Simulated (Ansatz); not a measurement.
Level of theory: B3LYP-D3(BJ)/def2-TZVP run with Ansatz (a program for electronic structure). No frequencies were computed at this level.

Ansatz 0.2 input:
```yaml
crystal:
  periodic: [false, false, false]
  atoms:
    - { symbol: C, position_ang: [-0.529414, -0.057979, -0.033867] }
    - { symbol: Si, position_ang: [1.261487, -0.704183, -0.24483] }
    - { symbol: H, position_ang: [-1.270792, -0.794093, -0.34] }
    - { symbol: H, position_ang: [-0.699557, 0.839626, -0.629753] }
    - { symbol: H, position_ang: [-0.737226, 0.197314, 1.005893] }
    - { symbol: H, position_ang: [1.975501, 0.519314, 0.242555] }
basis:
  gaussian: { orbitals: def2-tzvp }
hamiltonian:
  xc: b3lyp
  dispersion: d3bj
relax:
  max_steps: 150
```

Output:

```
Functional definition: B3LYP
617 factors; their error is unknown
mean field evaluation 1: about -8972.3414 eV, gradient 5.5e1 eV
mean field evaluation 2: about -8965.4382 eV, gradient 6.9e1 eV
mean field evaluation 4: about -8979.3428 eV, gradient 1.5e0 eV
mean field evaluation 8: about -8979.3685 eV, gradient 2.3e-1 eV
mean field evaluation 16: about -8979.3685 eV, gradient 2.7e-5 eV
mean field -8979.36854243 eV, -329.9857074998 hartree, gradient 2.7e-5 eV, S^2 0.000000; 0 other end points of the search recorded, 0 dependent functions left out
reference -8979.36875934 eV, -329.9857154708 hartree; 12, 12 occupied and 80, 80 virtual orbitals, 617 factors
relax step   1: F+E_penalty+E_count = -8979.52605692 eV  Δ(F+E_penalty+E_count) = +0.000e0 eV  max|allowed force component| = 4.721e-1 eV/Å  Δτ_max = 0.0000 Å  (25 SCF iters, accepted)
these checks for a lower state are left out or cut short: starts, cluster_reference, orbital_swaps, neighbouring_geometries, increment
617 factors; their error is unknown
mean field -8979.38487500 eV, -329.9863077104 hartree, gradient 8.5e-6 eV, S^2 0.000000; 0 other end points of the search recorded, 0 dependent functions left out
reference -8979.38509269 eV, -329.9863157104 hartree; 12, 12 occupied and 80, 80 virtual orbitals, 617 factors
relax step   2: F+E_penalty+E_count = -8979.54337819 eV  Δ(F+E_penalty+E_count) = -1.732e-2 eV  max|allowed force component| = 2.843e-1 eV/Å  Δτ_max = 0.0869 Å  (28 SCF iters, accepted)
these checks for a lower state are left out or cut short: starts, cluster_reference, orbital_swaps, neighbouring_geometries, increment
617 factors; their error is unknown
mean field -8979.38987237 eV, -329.9864913604 hartree, gradient 7.9e-6 eV, S^2 0.000000; 0 other end points of the search recorded, 0 dependent functions left out
reference -8979.39008981 eV, -329.9864993515 hartree; 12, 12 occupied and 80, 80 virtual orbitals, 617 factors
relax step   3: F+E_penalty+E_count = -8979.54822215 eV  Δ(F+E_penalty+E_count) = -4.844e-3 eV  max|allowed force component| = 1.024e-1 eV/Å  Δτ_max = 0.0214 Å  (28 SCF iters, accepted)
these checks for a lower state are left out or cut short: starts, cluster_reference, orbital_swaps, neighbouring_geometries, increment
617 factors; their error is unknown
mean field evaluation 32: about -8979.3718 eV, gradient 2.2e-4 eV
mean field -8979.39010157 eV, -329.9864997836 hartree, gradient 7.9e-6 eV, S^2 0.000000; 0 other end points of the search recorded, 0 dependent functions left out
reference -8979.39031898 eV, -329.9865077733 hartree; 12, 12 occupied and 80, 80 virtual orbitals, 617 factors
relax step   4: F+E_penalty+E_count = -8979.54851029 eV  Δ(F+E_penalty+E_count) = -2.881e-4 eV  max|allowed force component| = 3.438e-2 eV/Å  Δτ_max = 0.0040 Å  (30 SCF iters, accepted)
these checks for a lower state are left out or cut short: starts, cluster_reference, orbital_swaps, neighbouring_geometries, increment
617 factors; their error is unknown
mean field -8979.39011864 eV, -329.9865004107 hartree, gradient 7.9e-6 eV, S^2 0.000000; 0 other end points of the search recorded, 0 dependent functions left out
reference -8979.39033605 eV, -329.9865084003 hartree; 12, 12 occupied and 80, 80 virtual orbitals, 617 factors
relax step   5: F+E_penalty+E_count = -8979.54855851 eV  Δ(F+E_penalty+E_count) = -4.822e-5 eV  max|allowed force component| = 5.678e-3 eV/Å  Δτ_max = 0.0026 Å  (30 SCF iters, accepted)
617 factors; their error is unknown
mean field -8979.39011864 eV, -329.9865004107 hartree, gradient 2.2e-5 eV, S^2 0.000000; 1 other end points of the search recorded, 0 dependent functions left out
reference -8979.39033605 eV, -329.9865084003 hartree; 12, 12 occupied and 80, 80 virtual orbitals, 617 factors
Total energy: -8979.54877592 eV, -329.9923309582 hartree
Atom 0 at    -0.523416    -0.078001    -0.042274 Å, force    -0.000305     0.005678     0.002741 eV/Å
Atom 1 at     1.250238    -0.729214    -0.255606 Å, force    -0.001830    -0.000715    -0.000766 eV/Å
Atom 2 at    -1.289453    -0.793961    -0.339489 Å, force    -0.001610    -0.002177    -0.000981 eV/Å
Atom 3 at    -0.654839     0.843690    -0.622238 Å, force     0.001749    -0.003012     0.000728 eV/Å
Atom 4 at    -0.690463     0.205580     1.004218 Å, force     0.001529    -0.001285    -0.002495 eV/Å
Atom 5 at     1.907932     0.551903     0.255388 Å, force     0.000466     0.001511     0.000773 eV/Å
Dipole moment:    -0.183004     0.100749     0.035020 e Å
```

Cost: around 6 core-seconds (rough).
